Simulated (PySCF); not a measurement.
# W⁶⁸⁺ (tungsten, charge +68): Hartree-Fock from Schrödinger to Dirac-Coulomb-Breit

Occupied: 1s1/2, 2s1/2, 2p1/2. Hartree-Fock calculated with PySCF 2.14 in an uncontracted even-tempered set (16 s from 17 bohr⁻², ratio 2.7; 13 p from 21 bohr⁻², ratio 2.7), Gaussian nucleus throughout. NR is non-relativistic, sf-X2C the spin-free one-electron X2C Hamiltonian, X2C adds the bare one-electron spin-orbit term, X2C-SNSO screens it by Boettger's factors, DC is four-component Dirac-Coulomb, and the Gaunt and Breit terms are added at first order (total energies over the DC spinors, levels after relaxing the spinors in that mean field). QED terms are absent. Levels marked empty are virtual spinors of this ion.

| level (eV) | X2C | X2C-SNSO |
| --- | --- | --- |
| 1s1/2 | -77408.4 | -77410.9 |
| 2s1/2 | -18719.4 | -18720.1 |
| 2p1/2 | -18482.3 | -18448.3 |
| 2p3/2 (empty) | -16635.6 | -16647.0 |
| 3s1/2 (empty) | -7824.0 | -7824.2 |

Task: Where do the four-component calculations put these levels?

Result: 1s1/2: DC -77477.5, DC+Gaunt -77268.8, DC+Breit -77275.6; 2s1/2: DC -18729.6, DC+Gaunt -18707.6, DC+Breit -18709.6; 2p1/2: DC -18458.4, DC+Gaunt -18413.1, DC+Breit -18418.1; 2p3/2 (empty): DC -16648.9, DC+Gaunt -16627.7, DC+Breit -16632.6; 3s1/2 (empty): DC -7826.6, DC+Gaunt -7820.4, DC+Breit -7821.3 (eV).

| Hamiltonian | E (hartree) | E − E(DC) (hartree) | CPU seconds |
| --- | --- | --- | --- |
| X2C | -8699.0251 | 2.0187 | 0.2 |
| X2C-SNSO | -8696.4921 | 4.5517 | 0.2 |
| DC | -8701.0438 | 0.0000 | 7.1 |
| DC+Gaunt | -8690.6206 | 10.4232 | 14 |
| DC+Breit | -8691.1520 | 9.8918 | 41 |

Weight of the small component: 1s1/2 0.0782, 2s1/2 0.0188, 2p1/2 0.0188, 2p3/2 0.0170, 3s1/2 0.00785.

Koopmans' value for the highest occupied level at DC+Breit: 18418.1 eV, against an ionisation energy of 18476 ± 4 eV (semi-empirical (NIST evaluation); NIST Atomic Spectra Database, ionization energies); the former lacks relaxation, correlation, QED and recoil.

The whole ladder took 65 s of wall time on 1 thread of Neoverse-V1 (shared host), launched as `OMP_NUM_THREADS=1 python relrun2.py TASK.json OUT` (a driver that calls PySCF for each Hamiltonian).
